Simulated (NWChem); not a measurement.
System: CdNH3Se; SMILES [SeH][Cd][NH2]

Input file for NWChem:

```
start job
memory heap 200 mb stack 900 mb global 1100 mb
geometry units angstroms noautoz
  Cd     0.497414    -0.452253     0.101719
  N      1.085862    -2.368517    -0.051854
  H      1.169207    -2.704000    -1.010147
  H      0.494693    -3.034675     0.442709
  Se    -0.019776     1.933465     0.314919
  H     -1.329155     1.742276    -0.331854
end
basis spherical
  * library def2-svp
end
ecp
  Cd library def2-ecp
end
dft
  xc b3lyp
  iterations 150
  vectors input atomic output neutral.movecs
end
task dft energy
charge 1
dft
  odft
  mult 2
  vectors input atomic output cation.movecs
end
task dft energy
```

NWChem printed, in part:

```
             Northwest Computational Chemistry Package (NWChem) 7.3.0
             --------------------------------------------------------

 C1  symmetry detected

                             Geometry "geometry" -> ""
                             -------------------------

 Output coordinates in angstroms (scale by  1.889725989 to convert to a.u.)

  No.       Tag          Charge          X              Y              Z
 ---- ---------------- ---------- -------------- -------------- --------------
    1 Cd                  48.0000    -0.00390389     0.72675313    -0.01022132
    2 N                    7.0000     0.12420143     2.73275513     0.02809852
    3 H                    1.0000    -0.24737464     3.15858079     0.87569774
    4 H                    1.0000    -0.32408247     3.20147001    -0.75751445
    5 Se                  34.0000     0.03884985    -1.72326357     0.00321090
    6 H                    1.0000    -1.43146111    -1.78252553     0.06657977

 Effective nuclear repulsion energy (a.u.)     525.4659492012

                                 NWChem DFT Module
                                 -----------------

 Summary of "ao basis" -> "ao basis" (spherical)
 ------------------------------------------------------------------------------
       Tag                 Description            Shells   Functions and Types
 ---------------- ------------------------------  ------  ---------------------
 Cd                         def2-svp                11       31   5s3p2d1f
 N                          def2-svp                 6       14   3s2p1d
 H                          def2-svp                 3        5   2s1p
 Se                         def2-svp                12       32   5s4p3d

            General Information
            -------------------
          SCF calculation type: DFT
          Wavefunction type:  closed shell.
          No. of atoms     :     6
          No. of electrons :    64
           Alpha electrons :    32
            Beta electrons :    32
          Charge           :     0
          Spin multiplicity:     1
          Use of symmetry is: off; symmetry adaption is: off
          Maximum number of iterations: 150
          AO basis - number of functions:    92
                     number of shells:    38
          Convergence on energy requested:  1.00D-06
          Convergence on density requested:  1.00D-05
          Convergence on gradient requested:  5.00D-04

              XC Information
              --------------
                         B3LYP Method XC Potential
                     Hartree-Fock (Exact) Exchange  0.200
                        Slater Exchange Functional  0.800 local
                    Becke 1988 Exchange Functional  0.720 non-local
              Lee-Yang-Parr Correlation Functional  0.810
                  VWN I RPA Correlation Functional  0.190 local

             Grid Information
             ----------------
          Grid used for XC integration:  medium
          Radial quadrature: Mura-Knowles
          Angular quadrature: Lebedev.
          Tag              B.-S. Rad. Rad. Pts. Rad. Cut. Ang. Pts.
          ---              ---------- --------- --------- ---------
          Cd                  1.55      123          10.0       590
          N                   0.65       49          12.0       434
          H                   0.35       45          12.0       434
          Se                  1.15      112          12.0       590
          Grid pruning is: on
          Number of quadrature shells:   419
          Spatial weights used:  Erf1

      Superposition of Atomic Density Guess
      -------------------------------------

 Sum of atomic energies:       -2647.22748988

      Non-variational initial energy
      ------------------------------

 Total energy =   -2622.803963
 1-e energy   =   -4217.711448
 2-e energy   =    1343.137187
 HOMO         =      -0.290215
 LUMO         =      -0.037823

   convergence    iter        energy       DeltaE   RMS-Dens  Diis-err
 ---------------- ----- ----------------- --------- --------- ---------
 d= 0,ls=0.0,diis     1  -2625.5443396384 -2.88D+03  1.67D-02  5.58D-01
 d= 0,ls=0.0,diis     2  -2625.4079061370  1.36D-01  1.09D-02  1.62D+00
 d= 0,ls=0.0,diis     3  -2625.6071832751 -1.99D-01  2.94D-03  8.64D-02
 d= 0,ls=0.0,diis     4  -2625.6163453667 -9.16D-03  1.28D-03  1.26D-02
 d= 0,ls=0.0,diis     5  -2625.6177476449 -1.40D-03  2.77D-04  6.28D-04
  Resetting Diis
 d= 0,ls=0.0,diis     6  -2625.6178243311 -7.67D-05  5.85D-05  3.36D-05
 d= 0,ls=0.0,diis     7  -2625.6178277449 -3.41D-06  2.74D-05  2.12D-06
 d= 0,ls=0.0,diis     8  -2625.6178275837  1.61D-07  1.67D-05  3.58D-06
 d= 0,ls=0.0,diis     9  -2625.6178279750 -3.91D-07  3.83D-06  2.40D-07

         Total DFT energy =    -2625.617827975037
      One electron energy =    -4219.348568843088
           Coulomb energy =     1452.694495260517
    Exchange-Corr. energy =     -110.734052210262
 Nuclear repulsion energy =      251.770297817795

 Numeric. integr. density =       63.999979994431

                       DFT Final Molecular Orbital Analysis
                       ------------------------------------

 Vector   30  Occ=2.000000D+00  E=-2.923239D-01
              MO Center= -2.5D-03, -7.5D-01,  4.2D-03, r^2= 4.3D+00
   Bfn.  Coefficient  Atom+Function         Bfn.  Coefficient  Atom+Function
  ----- ------------  ---------------      ----- ------------  ---------------
    71      0.409467  5 Se py                68      0.395898  5 Se py
     4      0.298863  1 Cd s                 65     -0.254255  5 Se py
    34     -0.195361  2 N  s                  2     -0.170668  1 Cd s
    59     -0.159575  5 Se s                 36     -0.152203  2 N  py
     7      0.151312  1 Cd py                35      0.145432  2 N  px

 Vector   31  Occ=2.000000D+00  E=-2.375784D-01
              MO Center=  1.4D-01,  2.4D+00,  2.9D-02, r^2= 2.5D+00
   Bfn.  Coefficient  Atom+Function         Bfn.  Coefficient  Atom+Function
  ----- ------------  ---------------      ----- ------------  ---------------
    35      0.486365  2 N  px                38     -0.410470  2 N  px
    36      0.210936  2 N  py                39     -0.195455  2 N  py
    71     -0.147018  5 Se py                12     -0.137382  1 Cd px
    15      0.128945  1 Cd d -2              33     -0.123496  2 N  s
    68     -0.121217  5 Se py                34     -0.119694  2 N  s

 Vector   32  Occ=2.000000D+00  E=-2.353843D-01
              MO Center=  1.3D-02, -1.6D+00, -3.6D-03, r^2= 2.2D+00
   Bfn.  Coefficient  Atom+Function         Bfn.  Coefficient  Atom+Function
  ----- ------------  ---------------      ----- ------------  ---------------
    72      0.590698  5 Se pz                69      0.489616  5 Se pz
    66     -0.313369  5 Se pz                16      0.115649  1 Cd d -1
    14      0.107977  1 Cd pz                63      0.101754  5 Se pz
    11      0.067423  1 Cd pz                 8     -0.062432  1 Cd pz
    47     -0.038116  3 H  s                 35     -0.034168  2 N  px

 Vector   33  Occ=0.000000D+00  E=-4.243069D-02
              MO Center= -3.2D-01,  6.1D-01, -8.9D-02, r^2= 5.9D+00
   Bfn.  Coefficient  Atom+Function         Bfn.  Coefficient  Atom+Function
  ----- ------------  ---------------      ----- ------------  ---------------
     5      0.897463  1 Cd s                 34     -0.495353  2 N  s
    71     -0.481958  5 Se py                 4      0.293014  1 Cd s
    60     -0.273995  5 Se s                 68     -0.242498  5 Se py
    19     -0.237746  1 Cd d  2               2     -0.221572  1 Cd s
    39      0.213862  2 N  py                36     -0.211530  2 N  py

 Vector   34  Occ=0.000000D+00  E=-1.488572D-02
              MO Center=  1.9D-01,  5.5D-01, -1.5D-01, r^2= 5.9D+00
   Bfn.  Coefficient  Atom+Function         Bfn.  Coefficient  Atom+Function
  ----- ------------  ---------------      ----- ------------  ---------------
    12      0.710298  1 Cd px                14     -0.477004  1 Cd pz
    89      0.356912  6 H  s                 60     -0.326373  5 Se s
     9      0.227014  1 Cd px                 6     -0.188921  1 Cd px
    13     -0.171475  1 Cd py                11     -0.150881  1 Cd pz
    72      0.149177  5 Se pz                88      0.146270  6 H  s

 Vector   35  Occ=0.000000D+00  E=-1.423245D-02
              MO Center=  1.2D-01,  5.7D-01,  2.3D-01, r^2= 5.9D+00
   Bfn.  Coefficient  Atom+Function         Bfn.  Coefficient  Atom+Function
  ----- ------------  ---------------      ----- ------------  ---------------
    14      0.767556  1 Cd pz                12      0.433983  1 Cd px
    72     -0.272970  5 Se pz                11      0.241297  1 Cd pz
    60     -0.222574  5 Se s                 89      0.219909  6 H  s
     8     -0.199811  1 Cd pz                52      0.152543  4 H  s
     5      0.140786  1 Cd s                  9      0.139389  1 Cd px

     Multipole analysis of the density
     ---------------------------------

     L   x y z        total         alpha         beta         nuclear
     -   - - -        -----         -----         ----         -------
     0   0 0 0      0.000000    -32.000000    -32.000000     64.000000

     1   1 0 0     -0.610961     -0.408763     -0.408763      0.206564
     1   0 1 0      0.533246     19.493723     19.493723    -38.454200
     1   0 0 1      0.011812     -0.264511     -0.264511      0.540834

     2   2 0 0    -33.279129    -20.880039    -20.880039      8.480949
     2   1 1 0     -1.899297     -2.334532     -2.334532      2.769768
     2   1 0 1     -0.072606      0.029701      0.029701     -0.132009
     2   0 2 0    -36.983595   -352.761568   -352.761568    668.539541
     2   0 1 1      0.021057     -0.744625     -0.744625      1.510308
     2   0 0 2    -33.929857    -19.380886    -19.380886      4.831915

                                 NWChem DFT Module
                                 -----------------

            General Information
            -------------------
          SCF calculation type: DFT
          Wavefunction type:  spin polarized.
          No. of atoms     :     6
          No. of electrons :    63
           Alpha electrons :    32
            Beta electrons :    31
          Charge           :     1
          Spin multiplicity:     2
          Use of symmetry is: off; symmetry adaption is: off
          Maximum number of iterations: 150
          AO basis - number of functions:    92
                     number of shells:    38
          Convergence on energy requested:  1.00D-06
          Convergence on density requested:  1.00D-05
          Convergence on gradient requested:  5.00D-04

              XC Information
              --------------
                         B3LYP Method XC Potential
                     Hartree-Fock (Exact) Exchange  0.200
                        Slater Exchange Functional  0.800 local
                    Becke 1988 Exchange Functional  0.720 non-local
              Lee-Yang-Parr Correlation Functional  0.810
                  VWN I RPA Correlation Functional  0.190 local

             Grid Information
             ----------------
          Grid used for XC integration:  medium
          Radial quadrature: Mura-Knowles
          Angular quadrature: Lebedev.
          Tag              B.-S. Rad. Rad. Pts. Rad. Cut. Ang. Pts.
          ---              ---------- --------- --------- ---------
          Cd                  1.55      123          10.0       590
          N                   0.65       49          12.0       434
          H                   0.35       45          12.0       434
          Se                  1.15      112          12.0       590
          Grid pruning is: on
          Number of quadrature shells:   419
          Spatial weights used:  Erf1

      Superposition of Atomic Density Guess
      -------------------------------------

 Sum of atomic energies:       -2647.22748988

 Renormalizing density from      64.00 to     63

      Non-variational initial energy
      ------------------------------

 Total energy =   -2598.547344
 1-e energy   =   -4151.809706
 2-e energy   =    1301.492064
 HOMO         =      -0.559003
 LUMO         =      -0.303690

[...]
```

Level: B3LYP/def2-SVP with def2 effective core potentials on Cd, vertical spin-unrestricted ions. All runs use the structure optimised with PBE0/def2-SVP. Not confirmed as a minimum by frequencies. def2 effective core potentials on Cd; no spin-orbit coupling.
